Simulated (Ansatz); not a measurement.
Species: C4H13NSi, charge 0, multiplicity 1. 
Coordinates optimised at B3LYP-D3(BJ)/def2-TZVP (Ansatz, an electronic-structure program):
```xyz
19

N     -3.6467    -0.5573     0.1283
C     -2.4557     0.1824    -0.2935
C     -1.1919    -0.4905     0.2243
C      0.0841     0.2610    -0.1485
C      1.3582    -0.4183     0.3676
Si     2.9409     0.4953    -0.0747
H     -4.4905    -0.0925    -0.1851
H     -3.6504    -1.4845    -0.2827
H     -2.5242     1.1901     0.1263
H     -2.3764     0.3014    -1.3852
H     -1.1377    -1.5106    -0.1741
H     -1.2656    -0.5869     1.3110
H      0.0272     1.2805     0.2474
H      0.1393     0.3634    -1.2374
H      1.4248    -1.4370    -0.0287
H      1.3106    -0.5213     1.4567
H      3.0767     0.6088    -1.5487
H      4.1299    -0.2179     0.4537
H      2.9225     1.8663     0.4940
```
Charge 0, spin multiplicity 1.

Parts of the frozen-core correlation energy in cc-pVTZ (Ansatz, hartree). Frozen orbitals: 10; correlated occupied orbitals by spin: 19 and 19; virtual: 337 and 337. Spin-orbit coupling is left out. No relativistic terms.

```json
[
 {"term": "reference (HF)", "value": "-502.50546"},
 {"term": "MP2 opposite-spin", "value": "…"},
 {"term": "MP2 same-spin", "value": "…"},
 {"term": "CCSD correlation", "value": "-1.12255"},
 {"term": "(T)", "value": "…"},
 {"term": "T1 diagnostic", "value": "0.009"},
 {"term": "largest doubles amplitude", "value": "0.015"}
]
```

Task: What belongs in the gaps?

Result: 
- MP2 opposite-spin, value: -0.82340
- MP2 same-spin, value: -0.22658
- (T), value: -0.04311
